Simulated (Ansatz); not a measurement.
C2H6BF3S (`C[S+](C)[B-](F)(F)F`), charge 0, multiplicity 1.

(1) Give a relaxed structure at PBE0-D4/def2-TZVP (Ansatz). (Best estimate.)

Answers

(1) The calculation gave: 
Cartesian coordinates in Å:
```
C 1.398 0.606 0.614
S 0.012 0.774 -0.509
C -1.371 0.657 0.623
B -0.026 -1.210 -1.339
F -1.177 -1.197 -2.050
F 1.124 -1.240 -2.052
F -0.040 -2.002 -0.233
H 2.295 0.553 -0.001
H 1.297 -0.314 1.190
H 1.453 1.475 1.269
H -2.274 0.638 0.013
H -1.301 -0.266 1.198
H -1.390 1.527 1.278
```
Point group Cs.
This is one stationary point; other conformers may exist.
